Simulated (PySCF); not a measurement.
This PySCF input asks for the NMR shieldings of `CC[C@](F)(CCl)[SiH2]F`, C4H9ClF2Si; the geometry comes from GFN2-xTB.

```python
import basis_set_exchange as bse
import numpy as np
from pyscf import gto, dft
from pyscf.prop import nmr

atoms = """
C    -2.174969   -0.091037   -0.006452
C    -0.819547   -0.592715   -0.496426
C     0.366869   -0.125090    0.355621
F     0.189887   -0.667194    1.638690
C     0.365980    1.389532    0.500575
Cl    1.932342    1.987526    1.098751
Si    2.042073   -0.814526   -0.320478
F     2.318558    0.045702   -1.655057
H    -2.303867   -0.334940    1.045346
H    -2.970397   -0.571433   -0.571185
H    -2.271810    0.984355   -0.132644
H    -0.647093   -0.272482   -1.525386
H    -0.824700   -1.684603   -0.478415
H    -0.388886    1.715906    1.215931
H     0.201323    1.855708   -0.469716
H     3.158814   -0.639315    0.580309
H     1.818424   -2.173362   -0.789375
"""
names = dict.fromkeys(["C", "F", "Cl", "Si", "H"], "pcSseg-1")
basis = {el: gto.basis.parse(bse.get_basis(n, elements=[el], fmt="nwchem")) for el, n in names.items()}
mol = gto.M(atom=atoms, basis=basis, charge=0, verbose=0)
mf = dft.RKS(mol, xc="PBE0")
mf.grids.level = 2
mf.grids.alignment = dft.numint.BLKSIZE   # the property module wants whole blocks of grid points
mf.conv_tol = 1e-9
mf.kernel()

calc = nmr.RKS(mf)   # GIAO
C = mf.mo_coeff
Co = C[:, mf.mo_occ > 0]
resp = mf.gen_response(singlet=True, hermi=2)
def vind(x):   # induced exchange potential for any number of trial vectors
    d = np.einsum("pi,xij,qj->xpq", C, 2 * x.reshape(-1, C.shape[1], Co.shape[1]), Co, optimize=True)
    return np.einsum("xpq,pi,qj->xij", resp(d - d.transpose(0, 2, 1)), C, Co, optimize=True).ravel()
mo1, _ = nmr.rhf.solve_mo1(calc, with_cphf=vind)
sigma = calc.kernel(mo1)
for i, s in enumerate(sigma):   # ppm
    print("%2d %-2s %9.2f" % (i, mol.atom_pure_symbol(i), np.trace(s) / 3))
```

**Question.** Give the expected output.

**Answer.** 
```
 0 C     179.64
 1 C     153.24
 2 C      86.80
 3 F     400.00
 4 C     130.62
 5 Cl    856.26
 6 Si    350.56
 7 F     404.39
 8 H      30.29
 9 H      30.71
10 H      30.95
11 H      30.03
12 H      29.64
13 H      27.51
14 H      27.94
15 H      26.09
16 H      26.98
```

These numbers come from an equivalent density-fitted implementation of the same equations, which agrees with the script to about 0.01 ppm for H and up to a few tenths of a ppm for heavy atoms, so last digits may differ.

**Question.** Turn these shieldings into chemical shifts. Referencing at the same level of theory: TMS for 13C (σref 186.93) and 29Si (σref 349.16) and 1H (σref 31.72); 19F (σref 170.95) against CFCl3; 35Cl (σref 949.78) vs HCl.

**Answer.** Averaging equivalent atoms: C 2: 100.1; C 4: 56.3; C 1: 33.7; C 0: 7.3; F 3: -229.1; F 7: -233.4; Cl 5: 94; Si 6: -1.4; H 15: 5.62; H 16: 4.73; H 13: 4.20; H 14: 3.78; H 12: 2.08; H 11: 1.69; H 8/9/10: 1.07 ppm. Unscaled 19F shifts against computed CFCl3 carry errors that often reach 10 to 50 ppm.

Size and cost of the density-fitted run: 195 basis functions, 33 s wall time on 1 thread of an Arm Neoverse V1, shared host; peak memory 0.87 GiB.
